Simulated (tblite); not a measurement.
Compound: C5H12OS.
SMILES with atom numbers: `[CH3:1][CH2:2][C@@H:3]([CH3:4])[S@@:5]([CH3:6])=[O:7]` (hydrogens: H8, H9, H10 on C1; H11, H12 on C2; H13 on C3; H14, H15, H16 on C4; H17, H18, H19 on C6)

Computed with GFN2-xTB (tblite), gas phase: Langevin dynamics at 400 K from the optimised GFN2-xTB geometry, time step 0.5 fs, friction 0.01 fs⁻¹, 2000 steps. The instantaneous temperature is 2·E(kin)/(3Nk) with all 3N coordinates.

```
t (fs)  T (K)  E(pot) above start (eV)  C1–C2 (Å)  C2–C3 (Å)  C3–C4 (Å)  C3–S5 (Å)  S5–C6 (Å)  C1–H8 (Å)  C1–C2–C3–C4 (°)
     0    325                    0.000      1.524      1.525      1.514      1.879      1.848      1.088              175
    25    204                    0.479      1.549      1.526      1.499      1.891      1.878      1.055              172
    50    247                    0.410      1.513      1.502      1.530      1.869      1.812      1.095              172
    75    237                    0.639      1.541      1.498      1.548      1.908      1.851      1.069             -175
   100    356                    0.804      1.536      1.487      1.597      1.853      1.813      1.099              180
   125    476                    0.716      1.561      1.584      1.494      1.861      1.885      1.084             -176
   150    352                    0.932      1.545      1.563      1.485      1.858      1.789      1.071             -173
   175    348                    0.778      1.488      1.510      1.529      1.913      1.860      1.124             -171
   200    358                    1.038      1.478      1.529      1.586      1.898      1.828      1.111             -170
   225    534                    0.947      1.541      1.509      1.589      1.881      1.869      1.046              179
   250    461                    1.050      1.621      1.508      1.480      1.964      1.847      1.116              172
   275    550                    0.896      1.549      1.596      1.447      1.862      1.877      1.126              167
   300    420                    1.087      1.483      1.578      1.452      1.922      1.902      1.139              167
   325    476                    0.832      1.463      1.536      1.454      1.961      1.831      1.056             -179
   350    305                    1.067      1.537      1.574      1.517      1.832      1.929      1.098             -168
   375    420                    0.818      1.579      1.543      1.584      1.941      1.822      1.076             -165
   400    306                    0.940      1.535      1.466      1.535      1.814      1.888      1.106             -178
   425    407                    0.768      1.540      1.534      1.550      1.953      1.888      1.079              174
   450    434                    0.699      1.561      1.521      1.538      1.923      1.909      1.072              159
   475    359                    0.676      1.526      1.512      1.508      1.899      1.834      1.072              147
   500    409                    0.790      1.544      1.530      1.468      1.901      1.909      1.090              147
   525    381                    0.900      1.539      1.591      1.518      1.896      1.837      1.075              154
   550    435                    0.885      1.475      1.574      1.560      1.912      1.868      1.092              153
   575    361                    1.035      1.515      1.513      1.498      1.961      1.885      1.080              147
   600    608                    0.763      1.546      1.505      1.491      1.904      1.829      1.081              144
   625    379                    1.136      1.512      1.480      1.497      1.912      1.873      1.110              157
   650    568                    0.799      1.475      1.499      1.561      1.916      1.897      1.120              171
   675    628                    0.941      1.533      1.564      1.619      1.790      1.854      1.080             -174
   700    524                    0.823      1.573      1.530      1.573      1.932      1.842      1.106             -160
   725    345                    1.193      1.615      1.452      1.523      1.847      1.889      1.053             -171
   750    398                    0.757      1.578      1.487      1.543      1.977      1.855      1.074             -175
   775    482                    0.880      1.531      1.506      1.517      1.830      1.851      1.128              176
   800    478                    0.764      1.499      1.526      1.582      1.886      1.834      1.116              168
   825    372                    0.919      1.569      1.470      1.567      1.944      1.904      1.069              159
   850    323                    0.971      1.599      1.523      1.478      1.892      1.832      1.060              150
   875    318                    0.948      1.582      1.568      1.504      1.860      1.847      1.099              140
   900    326                    0.855      1.513      1.522      1.515      1.845      1.863      1.148              139
   925    378                    0.877      1.525      1.493      1.492      1.961      1.911      1.107              138
   950    531                    0.846      1.564      1.519      1.561      1.867      1.820      1.047              138
   975    399                    1.083      1.539      1.504      1.523      1.863      1.828      1.110              143
  1000    483                    0.840      1.523      1.500      1.534      1.962      1.838      1.137              148
```

Q: From 500 fs on, how do temperature and potential energy compare with equipartition?

A: The mean temperature of these 21 frames is 435 K against the target 400 K, and the mean potential energy 0.90 eV against 51 × kT/2 = 0.88 eV for 51 classical harmonic modes. For 19 atoms in a canonical ensemble the temperature itself scatters by T·√(2/(3N)) = 75 K; here its standard deviation is 92 K. The whole run lasts only 10 friction times of 100 fs, so these averages carry a wide statistical error.

Q: What are the kinetic and total energies of the listed frame with the highest potential energy?

A: The one at 725 fs, 1.193 eV above the start. Its kinetic energy is 3NkT/2 = 0.848 eV at 345 K, so the sum is 2.04 eV; over the listed frames the sum runs from 0.80 to 2.48 eV, since the thermostat adds and removes energy.

Q: How much do the listed bonds fluctuate from 500 fs on?

A: 
```tsv
bond	at the start (Å)	mean (Å)	standard deviation (Å)
C1–C2	1.524	1.540	0.036
C2–C3	1.525	1.517	0.034
C3–C4	1.514	1.530	0.038
C3–S5	1.879	1.898	0.048
S5–C6	1.848	1.860	0.028
C1–H8	1.088	1.094	0.027
```

The motion is classical and holds no zero-point motion.

What follows is the cost of the whole dynamics run. The run took 13 s on one thread, Arm Neoverse V1 (aarch64), shared host with 64 logical CPUs at a one-minute load of 42, and the process peaked at 0.19 GiB of memory.
